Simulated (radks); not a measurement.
Coulomb parameter of the 4f shell of the samarium ion Sm2+ in the model configuration [Xe] 4f5 5d1, as a second difference U = [E(n + 0.25) + E(n - 0.25) - 2 E(n)] / (0.25)^2 with all orbitals relaxed. "Bare": the charge of the atom changes with n. "Screened": the 5d shell takes up the change at fixed total charge, which measures U(4f,4f) + U(5d,5d) - 2 U(4f,5d). Calculated with a radial shooting solver on a logarithmic mesh with Libxc functionals: scalar-relativistic Kohn-Sham, PBE, spin-unpolarised, spherical densities, point nucleus.

| case | configuration | E - E(n) (eV) |
|---|---|---|
| start | [Xe] 4f5 5d1 | 0.000 |
| bare +0.25 | [Xe] 4f5.25 5d1 | -4.861 |
| bare -0.25 | [Xe] 4f4.75 5d1 | 5.891 |
| screened +0.25 | [Xe] 4f5.25 5d0.75 | -1.438 |
| screened -0.25 | [Xe] 4f4.75 5d1.25 | 1.732 |

U(bare) = 16.485 eV, U(screened by 5d) = 4.707 eV, against the Slater integral F0(4f,4f) = 27.681 eV with frozen orbitals.
